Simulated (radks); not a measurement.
Species: P V. Configuration: [Ne] 3s0.5 4f0.5 (fractional occupations, a model configuration).

Method: non-relativistic Kohn-Sham, LDA (Slater exchange, Perdew-Zunger correlation), spin-polarised, spherical densities, point nucleus; open shells are filled with parallel spins first; computed with a radial shooting solver on a logarithmic mesh with Libxc functionals.

Energy parts (eV):
part                      energy
total                  -9117.946
kinetic                 9100.436
electron-nucleus      -21071.857
Hartree                 3404.720
exchange-correlation    -551.245

Orbitals (lengths in bohr, moments of r in powers of bohr):
| orbital | occ. | eigenvalue (eV) | <r^2> | <1/r> |
|---|---|---|---|---|
| 1s up | 1 | -2134.177 | 0.01462 | 14.52 |
| 1s down | 1 | -2134.035 | 0.01462 | 14.52 |
| 2s up | 1 | -233.5572 | 0.3222 | 2.814 |
| 2s down | 1 | -233.3654 | 0.3215 | 2.816 |
| 2p up | 3 | -186.1163 | 0.2896 | 2.725 |
| 2p down | 3 | -185.9211 | 0.2885 | 2.727 |
| 3s up | 0.5 | -61.9076 | 2.842 | 0.8831 |
| 3s down | 0 | -59.7063 | 2.826 | 0.8898 |
| 4f up | 0.5 | -17.8753 | 15.06 | 0.3071 |
| 4f down | 0 | -16.4754 | 16.90 | 0.2908 |

The highest occupied level is 4f up at -17.875 eV. The configuration is held as typed, so some empty levels lie below it. Spin moment in Bohr magnetons: 1. The spin density at the nucleus is 5.295 e/bohr^3 (1s 0.064, 2s -0.062, 3s 5.294), a Fermi contact field of 278 T. Summed over all electrons, <r^2> = 11.36 bohr^2, which gives a Langevin (diamagnetic) susceptibility term of -9 x 10^-6 cm^3/mol.
